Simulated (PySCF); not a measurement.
2-(4-methylthiophen-2-yl)furan (C9H8OS), SMILES Cc1csc(-c2ccco2)c1. Coordinates come from a PBE-D3(BJ)/def2-SVP optimisation. One conformer was computed; it need not be the lowest.

### Question
Give the equilibrium geometry at PBE-D3(BJ)/def2-SVP (PySCF confirms it by a frequency run) as Cartesian coordinates in Å, and its point group. (Estimate from the structure and the level; the computed values follow.)

### Answer
This is not unique; one that fits is point group Cs.
```xyz
19

C      1.2606    -3.7250     0.0000
C      0.4465    -2.4610     0.0000
C     -0.9396    -2.4173     0.0000
S     -1.5593    -0.8002     0.0000
C      0.0573    -0.1305     0.0000
C      0.2639     1.2983     0.0000
C      1.4002     2.0944     0.0000
C      0.9448     3.4514     0.0000
C     -0.4303     3.3956     0.0000
O     -0.8510     2.0982     0.0000
C      1.0088    -1.1453     0.0000
H      1.9192    -3.7806    -0.8919
H      0.6149    -4.6238     0.0000
H      1.9192    -3.7806     0.8919
H     -1.6361    -3.2650     0.0000
H      2.4364     1.7408     0.0000
H      1.5606     4.3573     0.0000
H     -1.2201     4.1529     0.0000
H      2.0897    -0.9458     0.0000
```
Charge 0, spin multiplicity 1.
